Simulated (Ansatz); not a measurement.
Ge3Te7, relaxed as a singlet with RKS PBE-D4/def2-SVP in Ansatz, starting from the GFN1-xTB geometry. Force threshold 0.03 eV/Å.

In the def2 sets Te takes a core potential; there is no spin–orbit coupling. Another isomer (singlet) lies 0.27 eV lower at PBE0-D4/def2-SVP; other spin states weren't run for this one.

Start:

Cartesian coordinates in Å:
```
Ge 1.041 0.603 -2.694
Ge 0.905 -1.912 0.247
Ge 0.787 0.422 0.595
Te -1.110 0.121 -1.190
Te -0.115 1.532 2.643
Te 0.315 -3.742 1.652
Te 1.217 -1.969 -2.230
Te -2.728 1.065 2.097
Te 2.420 1.743 -0.768
Te -2.731 2.136 -0.354
```

Problem. Estimate the energy that the relaxation releases and the steps that it takes.

Solution. 70.6 kJ/mol, in 17 steps; 4.5 min on 4 threads of Intel Xeon on a shared host. The force fell under the threshold at step 8, but the optimiser went on and released 0.008 eV more. No frequencies were taken in this run, so the end may be a saddle point.

Problem. Does the start keep its bonding and symmetry?

Solution. By distances, no bond broke or formed. The bond that changes most is Ge1–Te4, from 2.67 to 2.87 Å (atoms count from 1).

Problem. Predict the relaxed structure.

Solution. 
```xyz
10

Ge    1.138    0.630   -2.731
Ge    1.009   -2.125    0.259
Ge    0.559    0.300    0.577
Te   -1.367    0.290   -1.380
Te   -0.317    1.431    2.776
Te    1.200   -3.930    1.813
Te    0.913   -2.135   -2.313
Te   -2.954    1.312    1.971
Te    2.465    1.588   -0.557
Te   -2.645    2.639   -0.415
```
Bond lengths: 8 × Ge–Te 2.39 to 2.87 Å; 3 × Te–Te 2.75 to 2.84 Å; 1 × Ge–Ge 2.49 Å.
